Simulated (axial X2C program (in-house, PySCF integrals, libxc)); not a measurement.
Nuclear properties of FGaF⁻

Computed with an in-house all-electron X2C program for linear molecules (integrals from PySCF): two-component X2C with atomic mean-field Coulomb and Gaunt terms, Gaussian nuclei, basis F dyall-av3z, Ga dyall-v3z with contracted cores.

F–Ga–F held linear, with bonds 2.016 and 2.016 Å (near the PBE0 minimum at charge -1 of the determinant lowest at the starting distance; the state shown can have its own minimum elsewhere, held linear; other orders of the atoms were not compared).

Determinant lowest in the PBE0 search, Ω = 0 (closed shell), highest spinor 39% F p, 38% Ga s, 11% F s:

```json
{"level": "PBE0", "qzz F (a.u.)": "0.09", "qzz Ga (a.u.)": "-1.94"}
{"level": "HF", "qzz F (a.u.)": "0.10", "qzz Ga (a.u.)": "-1.67"}
{"level": "PBE", "qzz F (a.u.)": "0.08", "qzz Ga (a.u.)": "-1.99"}
```

Determinant 2.35 eV from it at PBE0 and this distance, Ω = 2 (⟨Sz⟩ = 1.00, ⟨Lz⟩ = 1.00 at PBE0), spin on the atoms F 0.01, Ga 0.99, F 0.01:

```tsv
level	A∥/gI F (MHz)	qzz F (a.u.)	A∥/gI Ga (MHz)	qzz Ga (a.u.)
PBE0	76.9	1.52	1200	-0.56
HF	83.4	1.21	1350	-0.59
PBE	74.3	1.56	1110	-0.50
```

A∥ (defined per Ω) follows by multiplying with gI = μI/(I μN); qzz is the electric field gradient, eQq0 = 234.96 MHz × Q/barn × qzz. The operators were transformed with the bare-nucleus X2C matrices; with these basis sets, hyperfine constants and field gradients can be off by tens of per cent, and where levels differ in sign neither size nor sign is settled.

Problem. With Q(69Ga) = 0.171 barn (Q from Pyykkö, Mol. Phys. 2018), turn the PBE0 values of the first state into constants in MHz.

Solution. eQq0(69Ga) = 234.96 × (0.171) × (-1.94) = -77.9 MHz.

The molecule was held linear; bending was not examined, so a bent shape may lie lower.

Each state is one determinant with collinear spin, which with several unpaired electrons need not be a pure state. Unrestricted Hartree–Fock can overshoot spin polarisation at the nuclei. For an anion, determinants above electron detachment, or with a positive highest level, are held by the basis set. With several open shells hyperfine constants can be off by a factor of several. Open-shell Ω = 0 determinants with evenly filled partner blocks cannot be reached by this program, so the Ω shown need not be the lowest component. The search compared states at one distance, so a state with another bond length can lie lower. PBE0 term energies can be off by some tenths of an eV.
